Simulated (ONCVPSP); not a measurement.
Before and after: ONCV potential for xenon

```json
{"Element": "Xe (Z = 54)", "Generator": "ONCVPSP 4.0.1", "Type": "optimised norm-conserving Vanderbilt (ONCV)", "Functional": "LDA (Perdew-Wang 92)", "Relativity": "scalar-relativistic", "Frozen core": "[Kr] 4d10", "Valence charge": "8", "Reference configuration": "5s2 5p6", "Partial waves": "5s: rc 1.55 bohr, ncon 4, nbas 7, qcut 3.9 1/bohr, 2 projectors, debl 1.3 Ha; 5p: rc 1.70 bohr, ncon 4, nbas 7, qcut 5.8 1/bohr, 2 projectors, debl 2.7 Ha; d scattering state at 0.12 Ha: rc 1.65 bohr, ncon 4, nbas 8, qcut 6.2 1/bohr, 3 projectors, debl 3.3 Ha", "Local potential": "polynomial inside 1.00 bohr (lpopt 5, dvloc0 1 Ha)", "Core correction": "Teter function, fcfact 5, rcfact 1.4"}
```

Change: core correction Teter function, fcfact 1.5, rcfact 1.4.

Cutoffs: the cutoffs (Ha) at which the residual kinetic energy of the hardest occupied pseudo-wave falls to 1 and 0.1 mHa per electron; they do not see the model core or the augmentation charge, which bear on the density cutoff. Errors are all-electron minus pseudo energies relative to the spin-unpolarised reference configuration.

**Question.** Predict the effect on cutoff, ghosts and configuration errors.

**Answer.** The potential gets neither clearly harder nor softer (14 Ha and 32 Ha → 14 Ha and 32 Ha); both files keep a bound ghost (d, p, s); of the 4 tests that both files solve, the error grows in 0 and shrinks in 4 by more than 15 % and 0.3 meV (median size 31.0 → 13.6 meV). A model core, the more so a compact one, raises the density cutoff, which this test does not measure.

```csv
quantity,base,changed
"cutoff, loose",14 Ha,14 Ha
"cutoff, tight",32 Ha,32 Ha
bound ghosts,"s, p, d","s, p, d"
GHOST(+) flags under 300 eV,none,none
"error for 5s2 5p5, meV [ΔE 12.70 eV]",-8.9,-5.0
"error for 5s2 5p4, meV [ΔE 34.64 eV]",-40,-16
"error for 5s2 5p3, meV [ΔE 66.60 eV]",-110,-31
"error for 5s1 5p6, meV [ΔE 24.93 eV]",-22,-11
s: phases at 1.57 bohr within 0.05 rad from the reference energy up to (Ha; the scan ends near 5),4.8,4.8
p: phases at 1.73 bohr within 0.05 rad from the reference energy up to (Ha; the scan ends near 5),to the end of the scan,to the end of the scan
d: phases at 1.68 bohr within 0.05 rad from the reference energy up to (Ha; the scan ends near 5),to the end of the scan,to the end of the scan
"rms error of d²Exc/dni dnj with the model core, mHa",0.33,3.52
```

Base: The cutoffs count occupied waves only; projector 2 of the d channel, the hardest unoccupied one, needs 107 Ha at the loose tolerance. Changed file: The cutoffs count occupied waves only; projector 2 of the d channel, the hardest unoccupied one, needs 107 Ha at the loose tolerance. A true bound ghost makes a file unfit for plane-wave use even where its test errors are small: the radial tests pick states by their node count and pass the ghost by.
